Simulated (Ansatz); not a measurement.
Computed with Ansatz on PBE0-D4/def2-TZVP structures; ΔE is electronic, products minus reactants. CCSD(T)/CBS adds triple-zeta CCSD(T) − MP2 to the extrapolated MP2 energy (def2 sets, frozen cores). This one scheme is used for every species. Functionals use def2-TZVPP. def2 core potentials past Kr. For Sn outer-core shells are correlated without core-valence functions, which leaves a few kJ/mol of doubt a bond. Each species was taken in one conformer, which may not be the lowest.

Reaction (ligand exchange at the Si–F bond): `N[SiH2]F` + `[OH][SnH3]` → `N[SiH2][O][SnH3]` + H–F

```json
{"species": "`N[SiH2]F`", "B2PLYP energy (Eh)": "-446.45500"}
{"species": "`[OH][SnH3]`", "B2PLYP energy (Eh)": "-291.68937"}
{"species": "`N[SiH2][O][SnH3]`", "B2PLYP energy (Eh)": "-637.69386"}
{"species": "H–F", "B2PLYP energy (Eh)": "-100.43758"}
```

(1) Work out ΔE.

Largest T1 diagnostic among the species: 0.014.

## Answers

(1) ΔE = (-637.69386) + (-100.43758) − (-446.45500) − (-291.68937) = 0.01293 Eh = +33.9 kJ/mol. CCSD(T)/CBS gives +22.2 kJ/mol.

The D4 term adds −12.7 kJ/mol with B3LYP and −7.1 kJ/mol with PBE0; it sums over pairs of atoms, weighted by their polarisabilities, and B3LYP, whose exchange is more repulsive, gets the larger term. In def2-TZVPP, CCSD(T) changes the Hartree–Fock value by −13.5 kJ/mol (the triples alone add −2.2 kJ/mol) and MP2 by −15.2 kJ/mol.

B3LYP here is the variant with VWN-RPA as its local correlation; programs differ in this.
